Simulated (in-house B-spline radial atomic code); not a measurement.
The numbers below are computed, except where a source is named.
# Fe in an electron gas of r_s = 1.65: phase shifts, screening and friction

A nucleus sits in a uniform electron gas with a rigid positive background. The Kohn-Sham equations are solved self-consistently in the spin-unpolarised LDA (PW92), non-relativistic, on B-splines with outgoing waves at the boundary and partial waves to l = 8. The model has no lattice, no bands and no magnetic solution. Atomic units; δ_l are the phase shifts at the Fermi level, counted so that each bound state adds π, and good to about 0.0005.

The density parameter is r_s = 1.65 bohr.

```json
{"l": "0", "δ_l (rad)": "8.7326"}
{"l": "1", "δ_l (rad)": "6.2246"}
{"l": "2", "δ_l (rad)": "2.5488"}
{"l": "3", "δ_l (rad)": "0.0670"}
{"l": "4", "δ_l (rad)": "0.0168"}
{"l": "5", "δ_l (rad)": "0.0039"}
{"l": "6", "δ_l (rad)": "0.0009"}
{"l": "7", "δ_l (rad)": "0.0000"}
{"l": "8", "δ_l (rad)": "-0.0001"}
```

Bound levels below the band bottom (hartree): s -253.2, s -28.55, p -24.54, s -2.473, p -1.316.

Q: Check the Friedel sum rule, and say where the screening charge sits.

A: k_F = (9π/4)^(1/3)/r_s = 1.16313. The rule is Z = (2/π) Σ (2l + 1) δ_l. The terms are s 5.559, p 11.888, d 8.113, f 0.299 and 0.130 beyond, in all 25.989 against Z = 26. Bound states hold 6 s, 12 p, 0 d electrons, so the scattering states carry 7.99 in all; where a term is smaller than its bound count, the bound level has drawn weight out of the band.

Q: Find the transport cross section and the electronic stopping of a 2 keV Fe ion (mass 55.84 u).

A: σ_tr = (4π/k_F²) Σ (l + 1) sin²(δ_l − δ_(l+1)). The terms for l = 0 to 3 are 0.3505, 0.5185, 1.1271, 0.0101, all together 2.0071, so σ_tr = 9.289 × 2.0071 = 18.643 bohr². With n = 3/(4π r_s³) = 0.05314, the friction coefficient is Q = n k_F σ_tr = 1.1524. For v well below v_F = 1.163, dE/dx = Q v; with 24801 eV per u at v = 1, v = √(2000/(24801 × 55.84)) = 0.0380, so dE/dx = 0.04379 hartree/bohr = 22.5 eV/nm. The largest term couples the d and f waves.
